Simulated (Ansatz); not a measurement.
Coupled-cluster diagnostics for MgSi3, Ansatz.

Geometry of the singlet (r2SCAN-D4/def2-TZVP):

Cartesian coordinates in Å:
```
Mg 1.004 -1.729 -0.647
Si -1.203 -0.558 -0.054
Si 1.109 0.720 0.114
Si -0.910 1.567 0.586
```

Correlated methods freeze 16 core orbitals; core or outer-core shells of Mg are correlated, in sets that lack core-valence functions. The structure comes from a short search, and lower isomers may exist.

Geometry of the charge 0 triplet (r2SCAN-D4/def2-TZVP):

```
atom   x (Å)   y (Å)   z (Å)
 Mg1   1.208   2.000  -0.274
 Si2   0.033   0.038   1.192
 Si3  -0.148  -0.229  -1.077
 Si4  -1.093  -1.809   0.158
```

Geometry of the charge 0 quintet (r2SCAN-D4/def2-TZVP):

```xyz
4

Mg   -0.767    0.460   -2.239
Si   -0.347    1.004    0.317
Si    0.389   -1.004   -0.153
Si    0.725   -0.460    2.075
```

Problem. Estimate the CCSD(T) correlation energy, the shares of MP2 and (T), T1 and the reference's ⟨S²⟩ for: charge 0, singlet, own geometry in def2-TZVPP; charge 0, singlet, own geometry in def2-TZVPD; charge 0, triplet, own geometry in def2-TZVPP; charge 0, quintet, own geometry in def2-TZVPP; charge 1, doublet, vertical in def2-TZVPP; charge -1, doublet, vertical in def2-TZVPD; and the rough time on 4 threads of Arm Neoverse V1 on a shared host.

Solution. 
```json
{"state": "charge 0, singlet, own geometry", "basis": "def2-TZVPP", "correlation (eV)": "-16.183", "MP2 share (%)": "91.3", "(T) share (%)": "6.7", "T1": "0.022", "⟨S²⟩ (pure)": "0.00 (0.00)", "wall time": "16 s", "remarks": "large T1, restricted SCF unstable"}
{"state": "charge 0, singlet, own geometry", "basis": "def2-TZVPD", "correlation (eV)": "-16.125", "MP2 share (%)": "91.2", "(T) share (%)": "6.7", "T1": "0.022", "⟨S²⟩ (pure)": "0.00 (0.00)", "wall time": "18 s", "remarks": "large T1, restricted SCF unstable"}
{"state": "charge 0, triplet, own geometry", "basis": "def2-TZVPP", "correlation (eV)": "-15.038", "MP2 share (%)": "88.7", "(T) share (%)": "5.8", "T1": "0.043", "⟨S²⟩ (pure)": "2.07 (2.00)", "wall time": "70 s", "remarks": "–"}
{"state": "charge 0, quintet, own geometry", "basis": "def2-TZVPP", "correlation (eV)": "-14.649", "MP2 share (%)": "86.7", "(T) share (%)": "5.8", "T1": "0.048", "⟨S²⟩ (pure)": "6.35 (6.00)", "wall time": "71 s", "remarks": "large T1, spin-contaminated"}
{"state": "charge 1, doublet, vertical", "basis": "def2-TZVPP", "correlation (eV)": "-14.827", "MP2 share (%)": "87.2", "(T) share (%)": "6.0", "T1": "0.053", "⟨S²⟩ (pure)": "1.08 (0.75)", "wall time": "70 s", "remarks": "large T1, spin-contaminated"}
{"state": "charge -1, doublet, vertical", "basis": "def2-TZVPD", "correlation (eV)": "-16.061", "MP2 share (%)": "89.6", "(T) share (%)": "6.3", "T1": "0.036", "⟨S²⟩ (pure)": "0.88 (0.75)", "wall time": "85 s", "remarks": "spin-contaminated"}
```
Customary marks for T1 are 0.02 (closed shells), 0.045 (open shells) and about 0.05 (3d metals). T1 exceeds 0.02 in 6 of 6 rows and 0.045 in 2; the higher it lies, the less the single-reference result can be trusted.
